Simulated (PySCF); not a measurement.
Ga(Me)2(NCO) (C3H6GaNO), SMILES [CH3][Ga]([CH3])[N]=C=O. Heavy atoms are numbered as in [Ga:1]([CH3:2])([CH3:6])[N:10]=[C:11]=[O:12]. Hydrogens are named by the atom that carries them.

Geometry: PBE0-D3(BJ)/def2-SVP. Other conformers were not sampled.

Calculation: r2SCAN/def2-TZVP (PySCF).

Atomic charges (e), one atom of each kind:

```json
[
 {"atom": "Ga1", "Mulliken": "0.47", "Löwdin": "0.33"},
 {"atom": "C2 (CH3)", "Mulliken": "…", "Löwdin": "-0.48"},
 {"atom": "H on C2", "Mulliken": "…", "Löwdin": "0.14"},
 {"atom": "N10", "Mulliken": "…", "Löwdin": "0.04"},
 {"atom": "C11", "Mulliken": "0.34", "Löwdin": "-0.38"},
 {"atom": "O12", "Mulliken": "-0.28", "Löwdin": "0.16"}
]
```

Q: Complete the blanks. (An estimate is asked for; the answer gives what the named calculation found.)

A: 
- C2 (CH3), Mulliken: -0.50
- H on C2, Mulliken: 0.14
- N10, Mulliken: -0.36
